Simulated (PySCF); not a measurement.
## Relaxation of singlet TeF₆

Computed with PBE0/[Te def2-SVP with ECP28, F def2-SVP], scalar-relativistic core potentials, density fitting, no spin–orbit coupling, PySCF. A (50,194) grid was used.

A start displaced from a saddle point along its imaginary mode, of D3 symmetry, held to at least that symmetry:

Coordinates in bohr (charge 0 multiplicity 1):
```
Te    0.0000    0.0000    0.0000
F     2.7622   -0.2345    2.2709
F    -1.1780    2.5094    2.2709
F    -1.5842   -2.2749    2.2709
F     2.7635    0.2190   -2.2709
F    -1.5714    2.2838   -2.2709
F    -1.1921   -2.5028   -2.2709
```

Problem. What does it relax to?

Solution. It ends at Oh with Te–F 1.876 Å (×6); F–Te–F 90.0° (×12), F–Te–F 180.0° (×3) (after a last refinement on a finer grid). A frequency run shows a minimum.

Problem. How much energy is released, and in how many steps?

Solution. 144.1 kJ/mol in 10 steps.

The relaxation took about 100 core-seconds on a shared host.
